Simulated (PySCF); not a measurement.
# Solvent effects on NMR parameters

Atom-mapped SMILES (the numbers label the heavy atoms): `[CH2:1]=[CH:2][CH2:3]/[P:4]=[C:5](/[CH3:6])[F:7]`. Hydrogens are named by the atom that carries them. Ha(C1) is cis to C3; Hb(C1) is trans to C3.

GIAO PBE0/pcSseg-1 in PySCF 2.14.0 with density-fitted response routines on one PBE0-D3(BJ)/def2-SVP conformer, non-relativistic, equivalent nuclei averaged. Solvents enter as an IEF-PCM continuum (tetrahydrofuran with ε = 7.4, acetonitrile with ε = 35.7) around the gas-phase geometry. Shifts are referred to TMS, CFCl3 computed in the same medium.

Gas phase, δ in ppm: C5 226.2, C2 142.3, C1 123.2, C3 31.6, C6 26.6, F7 -0.6, H(C2) 5.93, Ha(C1) 5.43, Hb(C1) 5.24, H(C3) 2.65, H(C6) 2.31. Dipole moment 0.92 D.

Task: How does each δ change in the continuum?

Result: 
```tsv
atoms	environment	Δδ, tetrahydrofuran	Δδ, acetonitrile
C5	carbon double-bonded to a heavier main-group atom	+4.6	+5.5
C2	alkene CH	+3.0	+3.7
C1	terminal =CH2 carbon	0.0	-0.1
C3	allylic sp3 CH2 bonded to P	+0.3	+0.3
C6	methyl carbon	+1.1	+1.3
F7	fluorine bonded to C	+3.5	+4.3
H(C2)	hydrogen on an alkene CH	+0.16	+0.20
Ha(C1)	hydrogen on a terminal =CH2 carbon	+0.03	+0.03
Hb(C1)	hydrogen on a terminal =CH2 carbon	+0.06	+0.08
H(C3)	hydrogen on an allylic sp3 CH2 bonded to P	+0.09	+0.11
H(C6)	hydrogen on a methyl carbon	+0.13	+0.16
```

Changes are relative to the gas phase. The dipole moment becomes 1.15 D in tetrahydrofuran, 1.19 D in acetonitrile.

Task: Which of the listed nuclei move most (in ppm), and what does the model miss?

Result: C5 (carbon double-bonded to a heavier main-group atom, +5.5 ppm) in acetonitrile. A continuum only polarises the solute; specific hydrogen bonds, the anisotropy of aromatic solvents and changes of geometry or conformer are outside it.
